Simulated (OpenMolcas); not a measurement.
## Kr⁶⁺: terms and fine structure

* Program: OpenMolcas 26.06
* Method: SS-CASPT2, IPEA 0.25 Eh, imaginary shift 0.1 Eh (closed shells correlated: 3d)
* Basis: ANO-RCC-VQZP [7s6p4d2f1g]
* Scalar Hamiltonian: DKH2, point nucleus
* Active space: 2 electrons in 4 orbitals (4s 4p)
* State averaging: 2S+1 = 3 even, 3 roots; 2S+1 = 1 even, 7 roots (6 in the spin-orbit step); 2S+1 = 3 odd, 3 roots; 2S+1 = 1 odd, 3 roots
* Spin-orbit coupling: RASSI with atomic mean-field integrals over the reference wave functions, term energies averaged over their components

Spin-free terms above the lowest, with the occupations of the reference:

```json
{"Configuration": "4s2", "Term": "1S", "E (cm-1)": "0.0", "Occupations": "4s 1.95 4p 0.05"}
{"Configuration": "4s 4p", "Term": "3P*", "E (cm-1)": "120964", "Occupations": "4s 1.00 4p 1.00"}
{"Configuration": "4s 4p", "Term": "1P*", "E (cm-1)": "172370", "Occupations": "4s 1.00 4p 1.00"}
```

With spin-orbit coupling, above the lowest level:

```tsv
Configuration	Term	J	E (cm-1)	Measured (cm-1)	Term weight %
4s2	1S	0	0.0	0.0	100
4s 4p	3P*	0	115528	117390	100
4s 4p	3P*	1	117997	120095	100
4s 4p	3P*	2	123690	126553	100
4s 4p	1P*	1	172628	170835	100
```

Against the 4 measured excited levels shown (Saloman, J. Phys. Chem. Ref. Data 36, 215 (2007)) the mean absolute deviation is 2200 cm-1; the largest miss in energy is 4s 4p 3P* 2: computed 123690, measured 126553 cm-1 (-2.3 %).

Spin-orbit coupling puts the lowest level 5.6 cm-1 below the lowest spin-free term.

Over all roots computed the reference weight is 0.94 to 0.99; the roots of lowest weight are the least certain, and an intruder state may touch them. Some high roots are left out of the spin-orbit mixing, which shifts the levels that they would mix with. Measured partners are found by configuration, term and J. A level has none where our copy of the source lacks it or the pairing is in doubt (some pairs that miss far off the trend of their configuration count as doubtful), and it then counts in no deviation. Only configurations of the active space appear. The first state left out of the spin-orbit step lies near 330000 cm-1 above the lowest spin-free state of the reference (among the parities and spins computed), and the list stops at four fifths of that energy or lower.

The term weight is that of the spin-free term in the level, not the purity of its configuration. * marks odd parity.
